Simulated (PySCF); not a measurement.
## How methods differ on the electron affinity of Ca

Ca- [Ar] 3d1 4s2 [3d3/2^1, M_J = 3/2] → Ca [Ar] 4s2, as a difference of total energies. Computed with PySCF 2.14 in x2c-TZVPall-2c with one added diffuse shell each of s, p, d type (7s8p4d, 51 functions), with the two-component X2C-1e Hamiltonian. Correlated levels: [Ne] frozen; the 6 highest virtual spinors dropped. "Screened" scales the spin-orbit matrix elements by Boettger's factors to mimic the two-electron term; Breit and QED terms are absent.

| method | electron affinity (eV) |
| --- | --- |
| GHF (spin-free) | -1.317 |
| GMP2 (spin-free) | -1.256 |
| GHF (screened spin-orbit) | -1.317 |
| GMP2 (screened spin-orbit) | -1.256 |

The configuration of this anion was assumed by filling the next shell in order. It is not the known or likely ground configuration (Ca⁻, Sr⁻ and Ba⁻, for instance, bind a p electron), so these values are not the electron affinity of the element.

A negative affinity means that the anion lies above the atom at that level of theory.

The determinant of Ca- mixes levels of different J (the jj label is only the starting occupation), so the difference between spin-free and spin-orbit rows is not the physical spin-orbit shift.
